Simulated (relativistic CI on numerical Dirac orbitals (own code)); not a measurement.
**Ir+: resonant inelastic scattering at the L2,3 edge**

Computed with this model: Dirac-Coulomb-Breit CI, separate exchange-only KLI orbitals for each configuration, a model potential for QED, valence Slater integrals scaled by 0.7, Kramers-Heisenberg scattering through one core-hole configuration in a parametric crystal field; configurations [Xe] 4f14 5d8 → [He] 2s2 2p5 3s2 3p6 3d10 4s2 4p6 4d10 4f14 5s2 5p6 5d9; 80 K; core-hole width 7.5 eV; summed over polarisations. Incident energies are the highest absorption maxima for each field (at most a few, so the weaker spin-orbit partner edge can be absent), on the computed scale of the free ion. Intensities are in per cent of the strongest line above 0.02 eV; levels within 1 cm⁻¹ are merged; final levels count from the ground level, the first row holds all elastic scattering, lines under 0.4 are left out and each table stops after 24 rows. The scale of the Slater integrals is a model choice and moves the terms in proportion. The configuration is assumed, with all valence electrons in the open shell; the free ion's ground configuration is another.

Field parameters in Wybourne normalisation: D4h B²₀ = −7Ds, B⁴₀ = 21(Dq − Dt), B⁴₄ = 21√(5/14) Dq. The field is a parameter set, without covalency.

S is read from ⟨S²⟩ = S(S + 1).

D4h, 10Dq = 17250, Ds = -1500, Dt = -470 cm⁻¹:

| Final level (eV) | Degeneracy | Irrep | S | 11212.4 eV | 12823.1 eV |
| --- | --- | --- | --- | --- | --- |
| 0.000 | 2 | E | 0.99 | 460.8 | 23.6 |
| 0.003 | 1 | B2 | 0.99 | 33.5 | 2.7 |
| 0.350 | 1 | A1 | 0.14 | 36.3 | 6.8 |
| 0.973 | 1 | B1 | 0.19 | 29.3 | 4.6 |
| 1.935 | 1 | B1 | 0.98 | 50.1 | 0.7 |
| 2.023 | 2 | E | 0.96 | 100.0 | 4.1 |
| 2.198 | 1 | B2 | 0.94 | 57.9 | 2.0 |
| 2.433 | 1 | A1 | 0.48 | 49.6 | 4.6 |
| 2.558 | 1 | A2 | 0.99 | 29.9 | 8.8 |
| 2.581 | 1 | A1 | 0.88 | 12.9 | 7.8 |
| 2.584 | 2 | E | 0.99 | 66.6 | 24.7 |
| 2.626 | 1 | B1 | 0.97 | 36.2 | 5.1 |
| 3.042 | 1 | A2 | 0.98 | 26.1 | 4.9 |
| 3.144 | 1 | A1 | 0.91 | 28.8 | 8.8 |
| 3.190 | 2 | E | 0.67 | 28.5 | 14.3 |
| 3.343 | 1 | B2 | 0.26 | 13.8 | 5.0 |
| 3.380 | 2 | E | 0.60 | 46.9 | 13.3 |
| 3.600 | 1 | B2 | 0.98 | 27.5 | 11.4 |
| 3.653 | 1 | B1 | 0.95 | 25.9 | 9.9 |
| 3.920 | 2 | E | 0.82 | 29.9 | 17.8 |
| 4.122 | 1 | A1 | 0.89 | 17.1 | 14.0 |
| 4.233 | 2 | E | 0.53 | 17.7 | 17.3 |
| 4.680 | 1 | A2 | 0.17 | 11.0 | 12.6 |
| 5.094 | 1 | A1 | 0.94 | 1.0 | 1.5 |

D4h, 10Dq = 17250, Ds = -860, Dt = -470 cm⁻¹:

```
Final level (eV)  Degeneracy  Irrep     S  11212.4 eV  12823.1 eV
           0.000           2      E  0.99       448.3        22.9
           0.004           1     B2  0.99        32.8         2.6
           0.618           1     A1  0.15        36.1         6.6
           0.972           1     B1  0.19        28.7         4.3
           2.041           1     B1  0.97        40.1         1.1
           2.094           2      E  0.97       100.0         6.7
           2.206           1     A1  0.31        34.9         5.2
           2.386           1     B2  0.92        56.4         2.2
           2.597           1     A1  0.96        37.4         4.6
           2.612           1     A2  0.98        44.3         5.5
           2.659           2      E  0.98        66.6        20.2
           2.707           1     B1  0.98        41.9         4.4
           3.124           1     A2  0.98        12.7         7.7
           3.215           2      E  0.87        37.7        11.7
           3.223           1     A1  0.93        17.8        11.0
           3.339           1     B2  0.34        16.5         5.4
           3.552           2      E  0.38        33.3        15.2
           3.564           1     B2  0.96        24.8         9.5
           3.619           1     B1  0.94        26.0         9.3
           3.710           2      E  0.92        22.9        18.8
           3.869           1     A1  0.89        15.5        14.7
           4.136           2      E  0.34        18.0        17.6
           4.385           1     A2  0.15        10.1        12.6
           5.094           1     A1  0.94         0.1         0.9
```

For the first field the strongest loss at the lowest incident energy is the level at 2.02 eV (S = 0.96, against 0.99 in the thermal ground state). Levels of other spin, the first over 8 % at 0.35 eV, appear because spin-orbit coupling of the core hole, and in heavier ions of the valence shell too, mixes spins.
